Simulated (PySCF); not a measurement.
**Electron correlation in F+ (fluorine, charge +1)**

[He] 2s1 2p5, high-spin 3P determinant (an excited configuration). Computed with PySCF 2.14 in dyall-acv3z, with scalar relativity by spin-free X2C-1e. Frozen: 1s2; 6 electrons correlated; the 19 highest virtual orbitals of each spin left out.

| level | correlation energy (mhartree) |
| --- | --- |
| CCSD | -210.00 |
| (T) | -5.57 |
| CCSD(T) | -215.57 |

Diagnostics: T1 = 0.0067, D1 = 0.0143, largest double amplitude 0.049.

Q: Is a single reference adequate?

A: Yes: T1 lies below 0.03 and no double amplitude reaches 0.07.
